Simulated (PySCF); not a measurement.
**C₆ coefficients of unlike pairs at UHF**

Calculated with PySCF 2.14 from the dipole response of each species, C₆(A,B) = (3/π) ∫ α_A(iu) α_B(iu) du, in atomic units, from isotropic polarisabilities. For ions this is the dispersion term alone; charge-induced terms of lower order in 1/R come first.

```json
{"species": "B", "configuration": "[He] 2s2 2p1 (2P)", "basis": "aug-cc-pwCVTZ (7s6p4d2f)", "relativity": "none", "α (bohr³)": "22.20", "C₆ (like pair)": "106.4"}
{"species": "Al⁺", "configuration": "[Ne] 3s2 (1S)", "basis": "dyall-acv3z (19s12p6d4f)", "relativity": "none", "α (bohr³)": "26.43", "C₆ (like pair)": "140.4"}
{"species": "Cl²⁺", "configuration": "[Ne] 3s2 3p3 (4S)", "basis": "dyall-acv3z (19s12p6d4f)", "relativity": "spin-free X2C", "α (bohr³)": "5.941", "C₆ (like pair)": "21.14"}
{"species": "Pb³⁺", "configuration": "[Xe] 4f14 5d10 6s1 (2S)", "basis": "def2-QZVPPD with the def2 core potential (60 electrons) (8s6p5d4f1g)", "relativity": "core potential", "α (bohr³)": "9.958", "C₆ (like pair)": "53.57"}
```

(1) Estimate C₆ for Pb³⁺ with Al⁺.

No spin-orbit coupling is included.

The other pairs:

```tsv
pair	C₆
Al⁺, B	121.9
Pb³⁺, Cl²⁺	33.31
Cl²⁺, B	42.71
Pb³⁺, B	67.03
Cl²⁺, Al⁺	47.59
```

Answers

(1) The integral gives 75.02. The combination rule 2 C_A C_B / (C_A α_B/α_A + C_B α_A/α_B) gives 77.13 and the geometric mean 86.74.
